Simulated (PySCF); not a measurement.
SnFI₃, SMILES [F][Sn]([I])([I])[I].

Geometry optimised at PBE-D3(BJ)/def2-SVP. The structure was generated by enumeration; whether it is a known compound was not checked. The def2 effective core potentials stand for the cores of I, Sn; spin–orbit coupling is left out.

All values below come from PBE-D3(BJ)/def2-SVP (PySCF).

Frequencies are harmonic and unscaled.

Modes within 1.5 cm⁻¹ of each other (mostly degenerate sets) share a row, with their intensities summed.

| mode | ν (cm⁻¹) | IR (km/mol) | moving atoms (share of kinetic energy) |
|---|---|---|---|
| 1–2 | 46 | 0.3 | I 85 %, Sn 10 % |
| 3 | 68 | 0.4 | I 49 %, Sn 44 % |
| 4–5 | 124 | 16.1 | F 82 %, I 16 % |
| 6 | 159 | 1.0 | I 78 %, Sn 19 % |
| 7–8 | 223 | 91.7 | Sn 64 %, I 35 % |
| 9 | 605 | 46.9 | F 86 %, Sn 14 % |
